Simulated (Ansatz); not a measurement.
The cluster ScCl3⁺. Total charge 1; doublet. Geometry r2SCAN-D4/def2-SVP; atoms count from 1.

```csv
atom,x (Å),y (Å),z (Å)
Sc1,0.639,-0.106,0.222
Cl2,0.521,0.338,-2.009
Cl3,-0.409,1.649,1.229
Cl4,-0.750,-1.881,0.558
```

The structure comes from a short search, and lower isomers may exist.

Q: Estimate the Mulliken populations from the PBE0/def2-TZVP orbitals of Ansatz.

A: 
```
atom  charge (e)  spin (α − β)  d electrons
 Sc1        1.22         -0.15         1.25
 Cl2       -0.08          0.38            –
 Cl3       -0.07          0.39            –
 Cl4       -0.07          0.38            –
```
Mulliken values depend strongly on the basis.

Q: Where does the spin sit?

A: Summed by element: Sc -0.15, Cl 1.15, of 1 unpaired in all. Largest on single atoms: Cl3 0.39, Cl4 0.38, Cl2 0.38.

Q: And the Mayer bond orders between heavy atoms (over 0.3)?

A: Sc1–Cl2 1.04 (2.28 Å); Sc1–Cl3 1.03 (2.28 Å); Sc1–Cl4 1.04 (2.28 Å).
